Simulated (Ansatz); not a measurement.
Gas-phase reaction (SMILES): [F][Mn][F] (sextet) → [F][Mn] (septet) + F atom; the F-Mn bond at the site shown breaks (other sites are not compared here).

Structures are relaxed separately at B3LYP-D3(BJ)/def2-TZVP in Ansatz (a quantum-chemistry and plane-wave program). Correlated levels leave the core frozen unless marked. UHF or UKS for open shells. Spin-orbit coupling is left out. The frozen core is the preceding noble-gas configuration, with the filled d and f shells of earlier blocks. Non-relativistic. Basis-set limits of correlation are two-point, X^-3; Hartree-Fock from the larger set. The bracket is a focal-point correction in the basis named. [F][Mn][F] (sextet): The spin state was set by rule; other spins were not relaxed. [F][Mn] (septet): The spin state was set by rule; other spins were not relaxed. A spin state is the lowest found, not a proven ground state. Thermal terms are rigid-rotor harmonic-oscillator values from B3LYP-D3(BJ) frequencies (Ansatz) at 298.15 K and 1 atm. 1 Eh = 627.5095 kcal/mol. Atoms have translation alone.

| species | E, RI-MP2/CBS(def2-TZVPPD,def2-QZVPPD)+[CCSD(T)-MP2]/def2-TZVPPD (Ansatz) (Eh) | E, B3LYP-D3(BJ)/def2-TZVPD (Ansatz + dftd3) (Eh) | H - E (Eh) |
|---|---|---|---|
| [F][Mn][F] (sextet) | -1349.73192 | -1350.92649 | 0.00849 |
| [F][Mn] (septet) | -1249.85746 | -1250.94706 | 0.00485 |
| F atom | -99.66761 | -99.77110 | 0.00236 |

Problem. Work out ΔE and ΔH at 298.15 K at the first level, then ΔH at the second.

Solution. 
1. ΔE = [(-1249.85746) + (-99.66761)] - [(-1349.73192)] = 0.20685 Eh = 129.8 kcal/mol at RI-MP2/CBS(def2-TZVPPD,def2-QZVPPD)+[CCSD(T)-MP2]/def2-TZVPPD.
2. The terms H - E add up to -0.00128 Eh, so ΔH = (0.20685 + (-0.00128))×627.5095 = 129.0 kcal/mol.
3. At B3LYP-D3(BJ)/def2-TZVPD the same steps give ΔE = 130.7 and ΔH = 129.9 kcal/mol, a shift of +0.9 from the first level.
4. These values are not checked against measurement here, since the tables used lack a sound gas-phase enthalpy of formation for at least one species.
